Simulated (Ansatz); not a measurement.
`[BH2][GaH][Se]C` + HCl → `C[Se][GaH][Cl]` + BH₃  (cleavage of the Ga–B bond)

Isolated molecules relaxed with PBE0-D4/def2-TZVP in Ansatz; ΔE leaves out vibrations. CCSD(T)/CBS adds triple-zeta CCSD(T) − MP2 to the extrapolated MP2 energy (def2 sets, frozen cores). This one scheme is used for every species. Functionals use def2-TZVPP. HSE06 is defined as in plane-wave codes. For Ga, Se outer-core shells are correlated without core-valence functions, which leaves a few kJ/mol of doubt a bond. Scalar relativity is left out up to krypton. Each species was taken in one conformer, which may not be the lowest.

`[BH2][GaH][Se]C`:

Cartesian coordinates in Å:
```
B 0.850 -0.870 -2.625
Ga 0.472 -0.614 -0.606
Se -0.803 1.210 0.055
C -0.836 0.947 1.998
H 0.116 -1.504 -3.326
H 1.809 -0.386 -3.152
H 0.931 -1.500 0.610
H -1.871 0.826 2.311
H -0.261 0.063 2.265
H -0.406 1.828 2.471
```

HCl:

Z-matrix (Å, degrees):
```
Cl
H 1 1.279
```

`C[Se][GaH][Cl]`:

```xyz
8

C     1.020    0.107    1.010
Se   -0.694    1.035    0.805
Ga   -1.433    0.052   -1.138
Cl   -0.105   -1.402   -2.009
H     1.619    0.218    0.110
H     1.519    0.584    1.852
H     0.851   -0.945    1.223
H    -2.778    0.351   -1.852
```

BH₃:

Z-matrix (Å, degrees):
```
B
H 1 1.193
H 1 1.193 2 120.0
H 1 1.193 2 120.0 3 180.0
```

**Question.** Is it downhill or uphill in electronic energy at CCSD(T)/CBS, and by how much? (Best estimate.)

**Answer.** Ansatz gave: Downhill: ΔE = -130.7 kJ/mol.

**Question.** What do these levels give: PBE-D4, HSE06-D4, PBE-QIDH, revPBE, RPA@PBE/def2-TZVPP, MP2/def2-QZVPP? (Estimate.)

**Answer.** The calculation gave: PBE-D4 -120.1, HSE06-D4 -128.4, PBE-QIDH -136.4, revPBE -119.6, RPA@PBE/def2-TZVPP -128.5, MP2/def2-QZVPP -140.1 kJ/mol.

**Question.** What do rigid-rotor, harmonic-oscillator terms from PBE0-D4/def2-TZVP frequencies (298.15 K, 1 bar) make of the CCSD(T)/CBS value? (Best estimate.)

**Answer.** Ansatz gave: ΔZPE = +3.3 kJ/mol, ΔH = -128.3 kJ/mol, ΔS = -5 J/(mol·K), ΔG = -126.7 kJ/mol. Modes under 50 cm⁻¹ make the entropy rough.

Largest T1 diagnostic among the species: 0.012.

From BLYP to BHLYP (50 % exact exchange), in def2-TZVPP and without D4, ΔE moves by −16.4 kJ/mol. In def2-TZVPP, CCSD(T) changes the Hartree–Fock value by +27.3 kJ/mol (the triples alone add +1.3 kJ/mol) and MP2 by +18.2 kJ/mol. At CCSD(T), def2-SVP lies −9.7 kJ/mol from the extrapolated value and def2-TZVPP −0.8 kJ/mol.
